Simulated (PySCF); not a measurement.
## Phosphorus: a sound run and one with changed settings

Sound run: P⁺ [Ne] 3s2 3p2, P²⁺ [Ne] 3s2 3p1. Computed with PySCF 2.14 in def2-TZVP (5s5p2d1f, 37 functions), with no relativity, point nucleus. The sound run starts from symmetry-adapted Hartree-Fock orbitals and uses a fine grid where one is needed.

A second run was set up differently.

```csv
species,method,sound run (hartree),changed run (hartree),converged
P⁺,UHF,-340.34566,-340.34566,yes
P⁺,M06-L,-340.86855,-341.98910,no
P⁺,B3LYP,-340.89903,-341.48326,yes
P²⁺,UHF,-339.64140,-339.64140,yes
P²⁺,M06-L,-340.14528,-340.25068,no
P²⁺,B3LYP,-340.17332,-340.50043,yes
```

Ionisation energy of P⁺:

```csv
method,sound run (eV),changed run (eV)
UHF,19.164,19.164
```

**Question.** What was changed?
A. all electrons correlated in a valence basis
B. minimal basis
C. angular grid far too coarse
D. a valence shell is frozen

**Answer.** C. It used 6 angular points. A coarse angular grid integrates products of high-l functions wrongly, so density functionals can shift, and the SCF can exploit the error; Hartree-Fock and MP2 need no grid.
